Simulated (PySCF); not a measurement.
**Ionisation energy of Mn⁺ by level of theory**

Mn⁺ [Ar] 3d5 4s1 (7S) → Mn²⁺ [Ar] 3d5 (6S), as a difference of total energies. Calculation: PySCF 2.14, in cc-pVTZ (7s6p4d2f1g, 68 functions); the non-relativistic Hamiltonian (point nucleus). Correlated levels: valence: [Ar] frozen. The calculations carry no spin-orbit coupling.

Order these methods by the ionisation energy they give, lowest first.
A. M06-2X
B. SCS-MP2 (valence)
C. UHF
D. B3LYP

C (14.692 eV), B (14.835 eV), A (15.328 eV), D (15.929 eV).

These non-relativistic numbers lack the scalar-relativistic shift.

Errors of the correlated levels include the incompleteness of this basis and the frozen core.

For comparison: 15.640 eV (measured; NIST Atomic Spectra Database, ionization energies).
